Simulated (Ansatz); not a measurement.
Input file for Ansatz (a first-principles code): R-CCSD(T)/cc-pVDZ on CH6Ge (SMILES [CH3][GeH3]), a point of a torsion scan. The run froze 15 orbitals, filled d shells among them.

Ansatz 0.2 input:
```yaml
crystal:
  periodic: [false, false, false]
  atoms:
    - {symbol: C, position_ang: [-1.03930494, -0.08101149, 0.01746110]}
    - {symbol: Ge, position_ang: [0.91701402, 0.07221570, -0.01464150]}
    - {symbol: H, position_ang: [-1.46407136, 0.52899782, 0.81061093]}
    - {symbol: H, position_ang: [-1.34909833, -1.11115483, 0.16981764]}
    - {symbol: H, position_ang: [-1.46203194, 0.26302588, -0.92363741]}
    - {symbol: H, position_ang: [1.56632972, -0.95401548, 0.85591468]}
    - {symbol: H, position_ang: [1.37766184, 1.41820573, 0.43984397]}
    - {symbol: H, position_ang: [1.45311138, -0.13759019, -1.39416280]}
basis:
  gaussian:
    orbitals: cc-pVDZ
magnetization: {spin_polarized: false}
correlation: {method: ccsd_t, electrons: outside_noble_gas}
scf: {lower_state_search: off}
```

It printed:

```
WARN ansatz: RAYON_NUM_THREADS=1 ignored (pool sized by the plan → 1); use --threads N
Functional definition: HF
these checks for a lower state are left out or cut short: stability, starts, cluster_reference, orbital_swaps, neighbouring_geometries, increment
integrals: 0.05 GiB planned
715 factors; integrals over basis functions are off by at most 9.2e-4 eV
mean field: 0.13 GiB planned
mean field evaluation 1: about -57596.6360 eV, gradient 2.0e1 eV
mean field evaluation 2: about -57596.6422 eV, gradient 2.0e1 eV
mean field evaluation 4: about -57597.9026 eV, gradient 2.0e0 eV
mean field evaluation 8: about -57597.9182 eV, gradient 1.8e-4 eV
mean field -57597.91819988 eV, -2116.6844525743 hartree, gradient 6.9e-7 eV, S^2 0.000000; 0 other end points of the search recorded, 0 dependent functions left out
15 core orbitals not correlated
reference -57597.91819988 eV, -2116.6844525743 hartree; 7, 7 occupied and 49, 49 virtual orbitals, 715 factors
second order -6.94077685 eV of doubles, -0.00000000 eV of singles
coupled cluster: 0.13 GiB planned
cycle   1  -7.77078710 eV  change   -8.3e-1 eV  update   6.2e-2
cycle   2  -8.05726194 eV  change   -2.9e-1 eV  update   2.0e-2
cycle   3  -8.07455815 eV  change   -1.7e-2 eV  update   4.7e-3
cycle   4  -8.07428528 eV  change    2.7e-4 eV  update   1.5e-3
cycle   5  -8.07409641 eV  change    1.9e-4 eV  update   3.5e-4
cycle   6  -8.07405582 eV  change    4.1e-5 eV  update   9.8e-5
cycle   7  -8.07406028 eV  change   -4.5e-6 eV  update   2.6e-5
cycle   8  -8.07406106 eV  change   -7.8e-7 eV  update   6.7e-6
perturbative correction -0.18649594 eV, -0.0068535994 hartree
Total energy: -57606.17875688 eV, -2116.9880224448 hartree
Checks for a lower state left out: stability, starts, cluster_reference, orbital_swaps, neighbouring_geometries, increment
```

Self-consistency was reached.

Cost: around 2.0 core-seconds (rough).
